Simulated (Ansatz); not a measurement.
This geometry of BFH6OSi (10 atoms, charge 0, multiplicity 1) is a first-order saddle point.

Level of theory: RKS PBE0-D4/6-31G* in Ansatz.

```xyz
10
Properties=species:S:1:pos:R:3
B -0.033 -0.216 0.006
F 0.094 -0.030 1.623
H 0.862 0.397 -0.497
H -1.175 -0.006 -0.302
O 0.291 -1.672 0.241
Si -0.715 -2.933 -0.251
H -0.120 -4.183 0.283
H -2.086 -2.745 0.293
H -0.750 -2.963 -1.733
H 0.286 -1.095 1.409
```

Which two structures does it join? (They come from a converged band through this point; their orientation in space is the band's.)

Bonds broken: B1–F2, O5–H10. Bonds formed: F2–H10. BFH6OSi becomes BH5OSi + FH.

First end point:

```xyz
10
Properties=species:S:1:pos:R:3
B -0.143 -0.073 0.158
F -0.627 0.077 1.435
H 0.843 0.568 -0.110
H -0.989 -0.215 -0.707
O 0.465 -1.674 0.198
Si -0.748 -2.840 -0.163
H -0.200 -4.129 0.337
H -2.013 -2.513 0.529
H -0.884 -2.851 -1.633
H 0.949 -1.797 1.029
```

Last end point:

```xyz
10
Properties=species:S:1:pos:R:3
B 0.083 -0.147 -0.759
F 0.180 -1.695 2.677
H 0.631 0.844 -0.367
H -0.291 -0.278 -1.894
O -0.117 -1.147 0.139
Si -0.871 -2.653 -0.097
H 0.093 -3.708 0.288
H -2.088 -2.697 0.744
H -1.223 -2.763 -1.537
H 0.257 -1.203 1.877
```

How far does it lie above each of them?

18.1 kcal/mol above the first and 9.7 kcal/mol above the second. This is the barrier of this one path; another mechanism may lie lower. The orbitals stay closed-shell, which can raise the energy where a bond breaks towards radicals; this wasn't checked here.

Time of the run: 3.3 min on 1 thread of Intel(R) Xeon(R) Platinum 8488C (Sapphire Rapids), on a shared host, peak memory 0.17 GiB.
